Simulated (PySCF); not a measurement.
SMILES C[Si](C)(C)[OH2+] (charge +1) (GFN2-xTB optimised geometry):

```
16

C      1.691     0.020     0.000
Si    -0.200     0.020     0.000
C     -1.095     1.681     0.000
C     -1.094    -1.513    -0.642
O     -0.530    -0.387     2.025
H      2.068     0.219    -1.000
H      2.108    -0.937     0.307
H      2.108     0.787     0.650
H     -2.108     1.595     0.389
H     -1.176     2.073    -1.011
H     -0.575     2.435     0.589
H     -2.104    -1.589    -0.245
H     -1.180    -1.480    -1.725
H     -0.569    -2.435    -0.396
H     -0.354    -1.269     2.374
H     -0.332     0.282     2.690
```

Level of theory: B3LYP/def2-TZVP (PySCF).

What are the frontier orbital energies?

HOMO-2 -15.21 eV, HOMO-1 -13.59 eV, HOMO -13.47 eV, LUMO -5.48 eV, LUMO+1 -4.54 eV.

Meta-Löwdin charges at B3LYP/def2-TZVP: C1 -0.59, Si2 1.12, C3 -0.59, C4 -0.59, O5 -0.55, H6 0.16, H7 0.15, H8 0.15, H9 0.16, H10 0.17, H11 0.15, H12 0.16, H13 0.17, H14 0.15, H15 0.40, H16 0.40.
